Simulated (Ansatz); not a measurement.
Computed with Ansatz on PBE0-D4/def2-TZVP structures; ΔE is electronic, products minus reactants. CCSD(T)/CBS is the MP2 limit (def2-TZVPP, def2-QZVPP) plus CCSD(T) − MP2 in def2-TZVPP, frozen cores. This one scheme is used for every species. DFT in def2-TZVPP. Each species was taken in one conformer, which may not be the lowest.

Reaction (ligand exchange at the Al–C bond): `N#[C][AlH][Cl]` + CH₃OH → `C[O][AlH][Cl]` + `C#N`

```csv
level,ΔE (kJ/mol)
r2SCAN0,-76.4
SCS-MP2/def2-QZVPP,-76.7
```

**Question.** What does CCSD(T)/CBS give? (Best estimate.)

**Answer.** Ansatz gave: -75.2 kJ/mol. The listed levels differ from it by -1.2, -1.5 kJ/mol.

**Question.** What do rigid-rotor, harmonic-oscillator terms from PBE0-D4/def2-TZVP frequencies (298.15 K, 1 bar) make of the CCSD(T)/CBS value? (Best estimate.)

**Answer.** Ansatz gave: ΔZPE = -1.6 kJ/mol, ΔH = -76.5 kJ/mol, ΔS = -15 J/(mol·K), ΔG = -71.9 kJ/mol.

Largest T1 diagnostic among the species: 0.014.

Leaving LDA and LC-ωPBE aside and taking each functional with its dispersion term where it has one, the values, not all of them listed here, spread over 11.3 kJ/mol, from CAM-B3LYP-D4 to revPBE-D4. LDA lies −10.1 kJ/mol from PBE without D4. At CCSD(T), def2-SVP lies −3.3 kJ/mol from the extrapolated value and def2-TZVPP −0.1 kJ/mol.
